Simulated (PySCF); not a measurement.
## From computed data to an observable: refractive index and permittivity of the vapour

Cd(OMe)(GeH3) (CH6CdGeO), SMILES C[O][Cd][GeH3].

Geometry: r2SCAN-D4/def2-SVP. The def2 effective core potentials stand for the cores of Cd; spin–orbit coupling is left out. One conformer was computed; it need not be the lowest.

PBE/def2-TZVP run with PySCF gives a mean static polarisability of 89.9 bohr³ and a dipole moment of 1.41 D. Take an ideal gas at 298.15 K and 1 bar, whether or not the substance is that volatile.

### Question
Work out n − 1 in the optical limit and the static ε − 1.

### Answer

Polarisability volume α' = 89.9 × 0.148185 = 13.32 Å³. Number density N = p/kT = 2.43e-5 Å⁻³.
Dilute limit of Lorentz–Lorenz: n − 1 = 2π N α' = 0.0020.
Orientation term of Debye: μ²/(3kT) = 8.098 Å³ × μ²(D²) = 16.10 Å³.
ε − 1 = 4π N (α' + μ²/3kT) = 0.0090. Orientation of the dipole supplies 55 % of the static response; it can't follow optical fields. Vibrational polarisation and dispersion are left out.
